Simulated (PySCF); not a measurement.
Shifts of the heteroatoms

Geometry (Å), atoms numbered from 1 in this order:
```xyz
14

F     2.685    1.563    0.998
C     2.873    0.427    0.241
C     1.609   -0.112   -0.213
C     0.521   -0.504   -0.551
C    -0.723   -1.010   -0.973
C    -1.890   -0.601   -0.478
C    -2.023    0.453    0.571
F    -3.155    0.246    1.322
H     3.398   -0.296    0.879
H     3.505    0.712   -0.610
H    -0.683   -1.765   -1.747
H    -2.819   -1.021   -0.834
H    -1.169    0.459    1.256
H    -2.131    1.448    0.117
```

[PySCF 2.14: shielding tensors at PBE0/pcSseg-1 (GIAO); geometry: GFN2-xTB; no relativistic terms; equivalent nuclei averaged; in vacuum; single conformer]

**Question.** What are the 19F shifts?

**Answer.** 
```csv
atoms,environment,σ (ppm),δ (ppm)
F1,fluorine on an sp3 carbon,416.6,-215.3
F8,fluorine on an sp3 carbon,426.2,-224.0
```

Shieldings were converted by a linear fit to measured shifts: 19F: δ = 146.13 − 0.903σ +14.6 on sp3 carbon (rms 6.0 ppm, 223 shifts, 7.0 ppm with the 5 outliers that the fit left out vs CFCl3, solution or neat liquid). A few per cent of atoms miss by over 2 rms, more outside the fitted compound classes.

On a 600 MHz spectrometer 19F resonates near 564.6 MHz, so 1 ppm is 564.6 Hz.
